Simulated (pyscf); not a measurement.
Structures and frequencies: ωB97X-D3(BJ)/def2-SVP in PySCF. Correlated levels are frozen-core, on RHF or UHF. ΔMP2 is the change of the MP2 total energy from the triple- to the quadruple-zeta basis. Singlets are restricted, triplets unrestricted.

Singlet (Å):
```xyz
3

Cl     1.0291     0.1716     1.1395
Ge    -1.1385    -0.0513     1.1105
Cl    -1.3317    -1.4528    -0.5471
```

Triplet (Å):
```xyz
3

Cl     1.2807    -1.3405    -0.2038
Ge     0.0154     0.0664    -1.2515
Cl    -0.3707     1.9798    -0.3197
```

Task: For these two minima of Cl–Ge:–Cl, which spin state lies lower at CCSD(T)/def2-TZVPP + ΔMP2(QZVPP), and by how much (electronic energies)?

Result: The singlet, by 63.3 kcal/mol. Zero-point energy shifts E(triplet) − E(singlet) by -0.1 kcal/mol. 

E(triplet) − E(singlet) by level (kcal/mol):

```csv
level,gap
ωB97X-D3(BJ)/def2-TZVP,+63.3
PBE/def2-TZVP,+60.7
r²SCAN/def2-TZVP,+57.0
B3LYP-D3(BJ)/def2-TZVP,+63.1
PBE0-D3(BJ)/def2-TZVP,+58.8
M06-2X/def2-TZVP,+55.4
ωB97M-D3(BJ)/def2-TZVP,+63.6
HF/def2-TZVP,+44.4
MP2/def2-QZVPP,+63.2
CCSD/def2-TZVPP,+58.5
CCSD(T)/def2-TZVPP,+59.5
CCSD(T)/def2-TZVPP + ΔMP2(QZVPP),+63.3
```

The triplet is the lowest one reached from the SCF start used. The CCSD(T) − MP2 part came from Ansatz, without density fitting, on the same reference. The frozen core leaves the outer d or s,p core shells of the metals and heavy elements correlated in the MP2 and CC values, and def2-TZVPP describes them poorly, which can shift differences by a few kcal/mol. Elements up to Kr have no core potential and no relativistic terms here.
